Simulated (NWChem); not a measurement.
Total energies of boron monoxide dimer (B2O2)

SMILES: O=BB=O
```xyz
4

O      0.0000     0.0000    -2.0254
B      0.0000     0.0000    -0.8262
B      0.0000     0.0000     0.8262
O      0.0000     0.0000     2.0254
```
Charge 0, spin multiplicity 1.

The numbers come from NWChem runs, not from measurements. All single points use one geometry, from PBE0/def2-SVP, a minimum by its harmonic frequencies. It is one conformer; others weren't searched.

Basis set: cc-pVTZ (120 functions).

```
method  total energy (Ha)  relative cost
------  -----------------  -------------
RHF            -199.25536              1
MP2            -199.89772        under 3
B2PLYP         -200.17870              3
PBE            -200.07782        under 3
B3LYP          -200.31837        under 3
TPSS           -200.33595        under 3
```

Total energies of different functionals aren't comparable as a measure of quality: only differences taken within one method are. Relative cost: rough, from shared machines, SCF included, RHF = 1.

The correlated methods keep 4 core orbitals frozen. B3LYP has NWChem's definition, with VWN1-RPA local correlation.
